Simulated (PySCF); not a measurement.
# input.py for SrLi

The script input.py:

```python
from pyscf import gto, dft

mol = gto.M(
    atom='Sr 0 0 0; Li 0 0 3.145',
    basis='x2c-svpall',
    charge=0,
    spin=1,
    verbose=3,
)
mf = dft.UKS(mol, xc='tpssh')
mf = mf.sfx2c1e()
mf.kernel()
g = mf.nuc_grad_method()
g.grid_response = True
g.kernel()
mf.dip_moment()
print('orbital energies (hartree):', [e[max(0, n-3):n+3].round(4) for e, n in zip(mf.mo_energy, mol.nelec)])
```

```bash
$ OMP_NUM_THREADS=1 python input.py
```

It prints (some set-up lines and the per-cycle HOMO/LUMO lines with their warnings removed):

```
converged SCF energy = -3186.33814785044  <S^2> = 0.76154932  2S+1 = 2.0115162
--------------- sfX2C1eUKS gradients ---------------
         x                y                z
0 Sr    -0.0000000000     0.0000000000     0.0137502959
1 Li     0.0000000000    -0.0000000000    -0.0137502959
----------------------------------------------
Dipole moment(X, Y, Z, Debye):  0.00000, -0.00000,  0.29345
orbital energies (hartree): [array([-0.8896, -0.1616, -0.1057, -0.0569, -0.0569, -0.0455]), array([-0.8915, -0.8872, -0.1492, -0.0705, -0.0534, -0.0534])]
```

In short: E(SCF) = -3186.338148 Eh, ⟨S²⟩ = 0.762, μz(SCF) = 0.29 D, gradient on the second atom -0.0138 Eh/bohr.

Hardware: Arm Neoverse V1, 1 thread, shared host. Wall time 13 s, peak memory 0.31 GiB.

The bond length is a typed value, not an optimised one. No search for the lowest solution was made.
